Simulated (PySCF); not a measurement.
## In: electron affinity

In⁻ [Kr] 4d10 5s2 5p2 (3P) → In [Kr] 4d10 5s2 5p1 (2P), as a difference of total energies. All numbers are calculated (PySCF 2.14, a scalar-relativistic core potential, in aug-cc-pwCVTZ-PP with ECP28MDF (8s7p6d4f1g, 96 functions)). Correlated levels: valence: 4s2 4p6 4d10 frozen. The calculations carry no spin-orbit coupling.

**Question.** Order these methods by the electron affinity they give, lowest first.
A. SCS-MP2 (valence)
B. CCSD(T) (valence)
C. UHF
D. MP2 (valence)

**Answer.** C (0.073 eV), A (0.269 eV), D (0.356 eV), B (0.417 eV).

The reference lies between the lowest fine-structure levels, while these numbers refer to the centres of the terms.

Errors of the correlated levels include the incompleteness of this basis and the frozen core.

For comparison: 0.384 eV (measured; photodetachment measurements, as compiled on the Wikipedia data page of electron affinities).
